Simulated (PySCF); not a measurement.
## Ce⁴³⁺ (cerium, charge +43) across methods

[Ne] 3s2 3p3, high-spin 4S determinant. Calculation: PySCF 2.14, in an even-tempered Gaussian basis (16 s from 8.8 bohr⁻², ratio 2.5; 10 p from 11 bohr⁻², ratio 2.5; 4 d from 46 bohr⁻², ratio 2.7; 4 f from 69 bohr⁻², ratio 2.7); the non-relativistic Hamiltonian (point nucleus).

```tsv
method	E (hartree)	mean ε 3s α (eV)	mean ε 3s β (eV)	mean ε 3p α (eV)	Σ⟨r²⟩ (bohr²)	⟨S²⟩
M06-L	-6889.31	-3421.3	-3384.1	-3309.5	0.4745	3.750
UHF	-6888.82951	-3475.8	-3415.4	-3349.3	0.4749	3.750
PBE	-6888.97	-3410.8	-3384.6	-3305.1	0.4744	3.750
MN15	-6891.09	-3403.6	-3396.8	-3314.7	0.4731	3.750
r2SCAN	-6889.40	-3419.7	-3384.7	-3309.3	0.4747	3.750
PBE0	-6889.09	-3427.4	-3392.9	-3316.5	0.4745	3.750
```

Task: Estimate the same row for LDA.

Result: E (hartree) = -6882.80; mean ε 3s α (eV) = -3407.5; mean ε 3s β (eV) = -3383.9; mean ε 3p α (eV) = -3303.5; Σ⟨r²⟩ (bohr²) = 0.4747; ⟨S²⟩ = 3.750.

A non-relativistic calculation at this Z misses sizeable relativistic shifts. Spin-orbit coupling, which splits the p, d and f shells strongly at this Z, is absent. Spin-orbit coupling is strong in this species (close to jj coupling), so the high-spin LS determinant is a model state, not a physical level.
